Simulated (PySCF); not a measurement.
(3Z)-4-fluoropenta-1,3-diene (C5H7F), SMILES C=C/C=C(/C)F. Atoms are numbered in the order given.

```xyz
13

C     -0.2431     2.7744     0.0000
C      0.2650     1.5333     0.0000
C     -0.5325     0.3229     0.0000
C     -0.0236    -0.9190     0.0000
C     -0.7580    -2.2062     0.0000
F      1.3065    -1.0888     0.0000
H     -1.3235     2.9492     0.0000
H      0.4046     3.6538     0.0000
H      1.3511     1.3963     0.0000
H     -1.6217     0.4146     0.0000
H     -0.4869    -2.8029    -0.8863
H     -1.8424    -2.0414     0.0000
H     -0.4869    -2.8029     0.8863
```

Coordinates come from a PBE0-D3(BJ)/def2-SVP optimisation. The values are those of a single conformer.

Vertical ionisation energy (IE) and electron affinity (EA) in eV. Rows of orbital energies are one-electron estimates. Where ΔSCF, EOM or ADC give a negative EA the extra electron is unbound and the value depends on the basis.

```tsv
level	IE	EA
−ε(HOMO), −ε(LUMO), ωB97X/def2-TZVP (PySCF)	8.59	-1.42
−ε(HOMO), −ε(LUMO), PBE/def2-TZVP (PySCF)	5.39	1.59
```
